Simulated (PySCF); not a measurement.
C₆ coefficients of unlike pairs at wB97X-V

Calculated with PySCF 2.14 from the dipole response of each species, C₆(A,B) = (3/π) ∫ α_A(iu) α_B(iu) du, in atomic units, from isotropic polarisabilities. For ions this is the dispersion term alone; charge-induced terms of lower order in 1/R come first.

| species | configuration | basis | relativity | α (bohr³) | C₆ (like pair) |
| --- | --- | --- | --- | --- | --- |
| V²⁺ | [Ar] 3d3 (4F) | aug-cc-pVTZ (8s7p5d3f2g) | none | 4.572 | 13.75 |
| Si²⁺ | [Ne] 3s2 (1S) | aug-cc-pVQZ-DK (7s6p4d3f2g) | spin-free X2C | 12.01 | 41.67 |
| Ge²⁺ | [Ar] 3d10 4s2 (1S) | def2-TZVPPD (7s5p5d1f) | none | 11.41 | 43.51 |
| Se³⁺ | [Ar] 3d10 4s2 4p1 (2P) | aug-cc-pwCVTZ-PP with ECP10MDF (8s7p6d4f1g) | core potential | 6.661 | 23.71 |

(1) Estimate C₆ for Si²⁺ with V²⁺.

No spin-orbit coupling is included.

The other pairs:

```json
{"pair": "Ge²⁺, Si²⁺", "C₆": "42.41"}
{"pair": "Se³⁺, V²⁺", "C₆": "17.78"}
{"pair": "Se³⁺, Si²⁺", "C₆": "29.91"}
{"pair": "Ge²⁺, V²⁺", "C₆": "22.76"}
{"pair": "Se³⁺, Ge²⁺", "C₆": "31.29"}
```

## Answers

(1) The integral gives 21.46. The combination rule 2 C_A C_B / (C_A α_B/α_A + C_B α_A/α_B) gives 22.05 and the geometric mean 23.93.
